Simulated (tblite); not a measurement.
C6H9O3 (doublet state).
Cartesian coordinates in Å at the GFN2-xTB level; atoms count from 1:
```
atom  x, y, z in Å
C1    -1.2848   -0.8544    1.2455
C2    -1.0706   -0.1429    0.1563
C3    -2.1298    0.5628   -0.6362
C4     0.3402    0.0457   -0.3580
C5     1.1723   -1.2555   -0.0947
O6     1.2692   -1.5858    1.1723
O7     0.8896    1.1679    0.3413
C8     2.1156    1.5364    0.0425
O9     2.8319    1.0482   -0.7854
H10   -2.2509   -0.9885    1.6980
H11   -0.4343   -1.3585    1.7145
H12   -2.1534    0.1832   -1.6572
H13   -3.1050    0.4168   -0.1817
H14   -1.9113    1.6290   -0.6775
H15    0.3629    0.2603   -1.4341
H16    0.7697   -2.0584   -0.7477
H17    2.1839   -0.9938   -0.4855
H18    2.3960    2.3940    0.6759
```

Level: GFN2-xTB in tblite, geometry and Hessian alike; calculated harmonic values, unscaled, isolated species. This tight-binding method is rough: wavenumbers can miss measured ones by several per cent, in bad cases by 10 to 20. One conformer, not necessarily the lowest. Open shells enter through the occupations alone, without spin polarisation, and single modes of such species can be off by tens of per cent.

Harmonic wavenumbers (cm⁻¹): 43.8, 69.4, 133.7, 156.8, 175.5, 192.0, 260.4, 315.4, 339.4, 376.8, 450.5, 524.0, 657.2, 685.7, 750.5, 847.4, 862.2, 919.9, 931.2, 934.9, 949.3, 1007.6, 1019.3, 1033.4, 1088.6, 1153.4, 1174.4, 1215.8, 1242.6, 1277.1, 1290.4, 1341.0, 1355.6, 1378.2, 1388.2, 1467.6, 1473.3, 1718.2, 1757.7, 2654.9, 2749.7, 2840.7, 2850.1, 2904.5, 3008.2, 3020.9, 3060.5, 3127.1.

A = 2430, B = 1300, C = 989.5 MHz; mass 129.055 u (most abundant isotopes); point group C1, symmetry number 1; spin multiplicity 2.

Problem. Zero-point energy?

Solution. Half the sum of the wavenumbers: 30088 cm⁻¹ = 86.02 kcal/mol.

Problem. What is S at 350 K and 1 bar for an ideal gas of classical rigid rotors and harmonic oscillators?

Solution. Translation 41.30, rotation 29.50, vibration 33.47, spin (R ln 2) 1.38: S = 105.7 cal/(mol K).

Problem. And Cp and H(350 K) − H(0)?

Solution. Cp = 42.15 cal/(mol K), of which vibrations give 34.21 (their classical limit is 48 R = 95.4); H(350 K) − H(0) = 8.88 kcal/mol without the zero-point energy, 6.10 from vibrations.

Problem. Blend soft modes into free rotors: weight 1/[1 + (100 cm⁻¹/ν̃)⁴] for the oscillator and the rest for a rotor with moment μB/(μ + B), μ = h/(8π²ν), B = 10⁻⁴⁴ kg m². What vibrational entropy results?

Solution. 30.89 cal/(mol K) in place of 33.47, which changes −T·S at 350 K by +0.91 kcal/mol.

Problem. How do the functions run with temperature in this model?

Solution. 
```csv
T (K),S (cal/(mol K)),Cp (cal/(mol K)),H − H(0) (kcal/mol),G − H(0) (kcal/mol),ln q(vib)
150,79.1,23.5,2.35,-9.51,2.97
250,93.2,32.5,5.15,-18.15,5.55
298.15,99.3,37.2,6.83,-22.78,6.77
400,111.6,46.7,11.11,-33.53,9.32
600,133.5,61.7,22.04,-58.09,14.24
900,161.5,75.8,42.85,-102.48,21.20
```

q(vib) and H(0) count from the zero-point level.

Problem. What must be added to the electronic energy to get the Gibbs energy at 350 K and 1 bar?

Solution. ZPE + [H(350 K) − H(0)] − T·S = 86.02 + 8.88 − 36.98 = 57.92 kcal/mol.

Problem. Which modes carry the vibrational entropy at 350 K?

Solution. 43.8 cm⁻¹: 5.40; 69.4 cm⁻¹: 4.49; 133.7 cm⁻¹: 3.20; 156.8 cm⁻¹: 2.89; 175.5 cm⁻¹: 2.68; 192.0 cm⁻¹: 2.51 cal/(mol K); the other 42 give 12.31 together.

Hindered rotation and anharmonicity are outside this model. Other conformers, if any are populated, would add a mixing term that is left out. The structure is chiral; the term R ln 2 for an equal mix with its mirror image is left out.
